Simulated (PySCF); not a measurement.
C2H7Al, SMILES [CH3][AlH][CH3] (connectivity only; charge and spin as stated), charge -1, multiplicity 2.

Geometry: ωB97X-D3(BJ)/def2-SVPD. The spin state was assumed, not searched. The isomer is the one that the SMILES or the coordinates give; other isomers of the formula were not compared.

Method: PySCF with ωB97X-D3(BJ)/def2-SVPD.

Frequencies are harmonic and unscaled.

### Question
List the normal modes with their intensities. (Estimate from the structure and the level; the computed values follow.)

### Answer

| mode | ν (cm⁻¹) | IR (km/mol) | moving atoms (share of kinetic energy) |
|---|---|---|---|
| 1 | 122 | 0.1 | H 98 % |
| 2 | 135 | 0.1 | H 87 % |
| 3 | 157 | 0.2 | H 43 %, C 38 %, Al 19 % |
| 4 | 426 | 55.8 | H 96 % |
| 5 | 464 | 13.8 | H 96 % |
| 6 | 528 | 38.5 | C 56 %, Al 23 %, H 21 % |
| 7 | 536 | 16.1 | H 74 %, C 21 % |
| 8 | 591 | 21.7 | C 36 %, Al 33 %, H 31 % |
| 9 | 693 | 72.3 | H 69 %, C 23 %, Al 8 % |
| 10 | 719 | 220.0 | H 72 %, C 17 %, Al 11 % |
| 11 | 727 | 111.7 | H 82 %, C 11 % |
| 12 | 1165 | 44.2 | H 78 %, C 21 % |
| 13 | 1167 | 11.7 | H 79 %, C 21 % |
| 14 | 1423 | 1.4 | H 95 % |
| 15 | 1426 | 1.9 | H 95 % |
| 16 | 1427 | 4.3 | H 95 % |
| 17 | 1434 | 0.9 | H 95 % |
| 18 | 1658 | 516.4 | H 97 % |
| 19 | 2990 | 70.9 | H 97 % |
| 20 | 2992 | 88.9 | H 97 % |
| 21 | 3069 | 6.9 | H 91 %, C 9 % |
| 22 | 3071 | 86.5 | H 91 %, C 9 % |
| 23 | 3092 | 26.2 | H 91 %, C 9 % |
| 24 | 3093 | 59.6 | H 91 %, C 9 % |
